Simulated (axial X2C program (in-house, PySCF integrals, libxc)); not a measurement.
PbB⁺ along the bond: PBE0, scalar-relativistic

Calculated with an axial X2C code built on PySCF integrals. Spin-free means the one-electron spin-free X2C Hamiltonian. Basis: Pb dyall-cv3z [12s14p10d7f1g], B dyall-v3z [7s6p2d1f] (cores contracted in-house); Gaussian nuclei, density fitting, unrestricted open shells. Masses: Pb 207.977 u, B 11.009 u.

State: M_S = 1, Λ = 1 (beyond evenly filled blocks: σα, π+α). Dipoles are positive if B is the positive end and refer to the centre of mass.

Results along the bond:

```
R (Å)  μ (D)  HOMO (eV)  LUMO (eV)   ⟨S²⟩
2.225  1.395     -11.91     -10.05  2.003
2.327  1.430     -11.64      -9.83  2.004
2.404  1.489     -11.45      -9.69  2.005
2.480  1.579     -11.29      -9.57  2.006
2.557  1.700     -11.14      -9.45  2.007
2.647  1.879     -10.98      -9.33  2.008
2.736  2.094     -10.85      -9.22  2.008
2.851  2.410     -10.69      -9.09  2.009
2.992  2.836     -10.53      -8.94  2.009
3.196  3.457     -10.36      -8.75  2.008
```

The state is one determinant whose occupation by symmetry is held fixed; it was picked as the lowest of a PBE0 search that is not exhaustive. Other states lie close and PBE0, whose exact exchange favours high spin, may order them wrongly; the determinant shown need not be the ground state. The nearest other spin-free determinant of the search, M_S = 0, Λ = 1, lies 0.19 eV up at the distance of the search. Without a current term, density functionals place determinants with orbital angular momentum somewhat too high. With spin–orbit coupling the lowest determinant has another configuration, so this spin-free state is a model.
